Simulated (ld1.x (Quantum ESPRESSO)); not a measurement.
# Al (Z = 13), TM: configuration errors across variants

aluminium (Al), norm-conserving Troullier–Martins (Kleinman–Bylander form), made with ld1.x (Quantum ESPRESSO) 7.5 (PBE, scalar-relativistic). Core [Ne], reference 3s2 3p1. Waves: 3p (bound): rc 2.75 bohr; 3s (bound): rc 1.70 bohr. Local part: the s channel. Core correction: a·sin(br)/r model core inside 0.80 bohr.

All-electron excitation energies from the reference (eV): (1) 3s2 3p0 5.761; (2) 3s1 3p0 24.987; (3) 3s2 3p0.5 2.086; (4) 3s2 3p1.3 -0.575; (5) 3s1 3p1 11.571; (6) 3s0 3p3 10.451; (7) 3s1 3p2 5.139.

2 further variants failed, have other tests or too few solved ones, and are left out.

Errors AE − PS in meV (a dash: test not solved or not reliable):

| change | (1) | (2) | (3) | (4) | (5) | (6) | (7) | bound ghosts |
| --- | --- | --- | --- | --- | --- | --- | --- | --- |
| base | +1.0 | +9.8 | +0.2 | +0.1 | +5.1 | -3.0 | -1.0 | none |
| wave 3s (bound): rc 1.70 bohr becomes 3s (bound): rc 2.38 bohr | +1.7 | +8.5 | +0.3 | +0.1 | +2.9 | -20 | -4.8 | none |
| wave 3p (bound): rc 2.75 bohr becomes 3p (bound): rc 3.56 bohr | -0.4 | +3.3 | +0.1 | +0.1 | +8.4 | +9.0 | +1.7 | none |
| core correction a·sin(br)/r model core inside 0.88 bohr | +1.0 | +9.9 | +0.2 | +0.1 | +5.1 | -3.0 | -1.0 | none |
| wave 3p (bound): rc 2.75 bohr becomes 3p (bound): rc 3.62 bohr | -0.4 | +3.0 | +0.1 | +0.1 | +8.5 | +9.4 | +1.8 | none |
| core correction a·sin(br)/r model core inside 0.68 bohr | +1.0 | +9.8 | +0.2 | +0.1 | +5.1 | -3.0 | -1.0 | none |

(1) Give the same row for: all radii but the core radius scaled by about 1.09 (s 1.86, p 3.00 bohr).

## Answers

(1) +0.5, +6.9, +0.2, +0.1, +6.3, +2.7, +0.3; bound ghosts: none.
